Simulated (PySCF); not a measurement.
Spin–spin coupling constants

Cartesian coordinates in Å; atom numbers follow the order of the lines, from 1:
```xyz
9

O    -2.478    0.892    0.206
C    -1.513    0.400    0.774
O    -1.073    0.380    1.917
Ge   -0.229   -0.717   -0.493
As    2.095    0.113   -0.462
H     0.024   -2.202   -0.048
H    -0.491   -0.870   -2.037
H     1.975    0.485    1.014
H     1.704    1.526   -0.896
```

Total charge -1.

Method: B3LYP/pcJ-1 (pcSseg-1 on As, pcSseg-1 on Ge)//PBE0-D3(BJ)/def2-SVP, PySCF; isolated molecule, single conformer, non-relativistic. Couplings are averaged over pairs made equivalent by symmetry, fast rotation or ring inversion, so a value needn't be that of the named pair in this geometry, while other rotamers aren't included; one pair stands for each set, and the list holds those of at least 0.8 Hz over up to four bonds.

Isotopes: ¹⁷O, ¹³C, ¹H. Couplings to quadrupolar nuclei such as 17O and 33S are rarely resolved in practice.

```csv
pair,bonds,J (Hz)
"O1, C2",1,?
"O1, O3",2,?
"C2, H6",2,7.3
"H6, H7",2,6.0
"H8, H9",2,-10.9
"O1, H6",3,-1.7
"C2, H8",3,1.0
"O3, H6",3,-3.2
"H6, H8",3,?
```

Estimate the withheld couplings, with signs.

Answers


- ¹J(O1,C2) = 34.3 Hz (bond length 1.223 Å)
- ²J(O1,O3) = -5.6 Hz (angle at C2 136°)
- ³J(H6,H8) = 5.4 Hz (mean over equivalent pairs that range from -1.2 to 13.3 Hz in this conformer)

Relativistic effects of the heavier atoms present are left out.
